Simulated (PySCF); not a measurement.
One of the candidates below gave these computed data.

All candidates are C4H12O2Si3.

- Dipole: 2.40 D [PBE0/pcSseg-1]
- 1H NMR: chemical shifts (computed TMS as zero) by class: 9.88 (1 H), 7.13 (1 H), 7.03 (1 H), 5.79 (1 H), 5.22 (3 H), 4.16 (1 H), 3.80 (1 H), 0.46 (3 H) ppm [GIAO PBE0/pcSseg-1]
- 13C NMR: chemical shifts (computed TMS as zero) by class: 205.0 (1 C), 162.8 (1 C), 153.7 (1 C), -10.8 (1 C) ppm [GIAO PBE0/pcSseg-1]
- Rotational structure: rotational constants A, B, C: 1.155, 0.720, 0.482 GHz [GFN2-xTB]
- NMR, other nuclei: isotropic shieldings of nuclei other than C and H, by class: -333 (1 O), 330 (1 O), 366 (1 Si), 392 (1 Si), 430 (1 Si) ppm [GIAO PBE0/pcSseg-1]

Electronic properties: PySCF, gas phase, density fitting. Levels stand in brackets. Geometry: GFN2-xTB, one conformer, isolated molecule. GFN2-xTB frequencies show an imaginary mode (48i cm⁻¹), so this geometry is no minimum at that level. NMR values are class means; diastereotopic atoms form classes of their own.

Question: Which candidate is it?
A. `C=CC[C@@H]1[SiH2]O[Si@@H]1O[SiH3]`
B. `C=C(OC=O)[SiH2]C([SiH3])[SiH3]`
C. `CC(=O)[SiH2]C([SiH3])([SiH3])C=O`
D. `C=C(C=O)[Si@H](O[SiH3])[SiH2]C`
E. `O=C1OCC[SiH2]C1([SiH3])[SiH3]`

Answer: D. It is `C=C(C=O)[Si@H](O[SiH3])[SiH2]C`. Numbering: `[CH2:1]=[C:2]([CH:3]=[O:4])[Si@H:5]([O:6][SiH3:7])[SiH2:8][CH3:9]`. Its formula, C4H12O2Si3, gives 2 degrees of unsaturation: 0 rings and 2 π bonds in the structure found. 4 carbons fall into 4 classes; from least to most shielded: aldehyde carbon [C3] (205.0 ppm), fully substituted alkene carbon [C2] (162.8 ppm), terminal =CH2 carbon [C1] (153.7 ppm), Si-methyl carbon [C9] (-10.8 ppm). Hydrogen classes from least to most shielded: 1 H on an aldehyde carbon, C3 (9.88 ppm), 1 H on a terminal =CH2 carbon, C1 (7.13 ppm), 1 H on a terminal =CH2 carbon, C1 (7.03 ppm), 1 H on an oxygen-bound silicon, Si5 (5.79 ppm), 3 H on an oxygen-bound silicon, Si7 (5.22 ppm), 1 H on an SiH2 silicon, Si8 (4.16 ppm), 1 H on an SiH2 silicon, Si8 (3.80 ppm), 3 H on an Si-methyl carbon, C9 (0.46 ppm, a mean of values up to 1.0 ppm apart in this geometry). The other shieldings belong to: -333 ppm, aldehyde oxygen [O4]; 330 ppm, siloxane oxygen [O6]; 366 ppm, oxygen-bound silicon [Si5]; 392 ppm, oxygen-bound silicon [Si7]; 430 ppm, SiH2 silicon [Si8]. The optimised geometry has point group C1 and is an asymmetric top.

The others, at the same levels:
- `CC(=O)[SiH2]C([SiH3])([SiH3])C=O` fails: its computed 13C shifts are 252.5 (1 C), 210.3 (1 C), 37.9 (1 C), 31.9 (1 C) ppm, 1H shifts are 9.54 (1 H), 4.33 (2 H), 4.26 (6 H), 2.76 (3 H) ppm and rotational constant A is 1.567 GHz (against 1.155 GHz).
- `C=C(OC=O)[SiH2]C([SiH3])[SiH3]` fails: its computed 13C shifts are 165.9 (1 C), 162.8 (1 C), 123.0 (1 C), -17.4 (1 C) ppm, 1H shifts are 8.06 (1 H), 6.07 (1 H), 5.66 (1 H), 4.73 (2 H), 3.99 (6 H), -0.27 (1 H) ppm and rotational constant A is 1.441 GHz (against 1.155 GHz).
- `C=CC[C@@H]1[SiH2]O[Si@@H]1O[SiH3]` fails: its computed 13C shifts are 150.7 (1 C), 119.2 (1 C), 39.2 (1 C), 36.0 (1 C) ppm, 1H shifts are 5.68 (1 H), 5.57 (1 H), 5.55 (1 H), 5.32 (1 H), 5.31 (3 H), 5.22 (1 H), 5.12 (1 H), 2.86 (1 H), 2.35 (1 H), 1.86 (1 H) ppm and rotational constant A is 1.314 GHz (against 1.155 GHz).
- `O=C1OCC[SiH2]C1([SiH3])[SiH3]` fails: its computed 13C shifts are 185.9 (1 C), 67.0 (1 C), 10.8 (1 C), 7.6 (1 C) ppm, 1H shifts are 4.61 (2 H), 4.41 (2 H), 4.25 (6 H), 1.14 (2 H) ppm and rotational constant A is 1.292 GHz (against 1.155 GHz).

Each candidate is one conformer, not necessarily the lowest. Dipoles, sizes and rotational constants follow the conformer. The torsions of the flexible species, by atom-mapped SMILES:
- `[CH2:1]=[C:2]([CH:3]=[O:4])[Si@H:5]([O:6][SiH3:7])[SiH2:8][CH3:9]`: C1–C2–C3–O4 168°, C1–C2–Si5–O6 4°, C2–Si5–O6–Si7 -112°, C2–Si5–Si8–C9 -95°
- `[CH3:1][C:2](=[O:3])[SiH2:4][C:5]([SiH3:6])([SiH3:7])[CH:8]=[O:9]`: C1–C2–Si4–C5 146°, C2–Si4–C5–Si6 40°, Si4–C5–C8–O9 7°
- `[CH2:1]=[C:2]([O:3][CH:4]=[O:5])[SiH2:6][CH:7]([SiH3:8])[SiH3:9]`: C1–C2–O3–C4 -178°, C2–O3–C4–O5 1°, C1–C2–Si6–C7 -110°, C2–Si6–C7–Si8 156°
- `[CH2:1]=[CH:2][CH2:3][C@@H:4]1[SiH2:5][O:6][Si@@H:7]1[O:8][SiH3:9]`: C1–C2–C3–C4 -121°, C2–C3–C4–Si5 -70°, O6–Si7–O8–Si9 -25°

The conformers of `O=C1OCC[SiH2]C1([SiH3])[SiH3]` aren't listed.
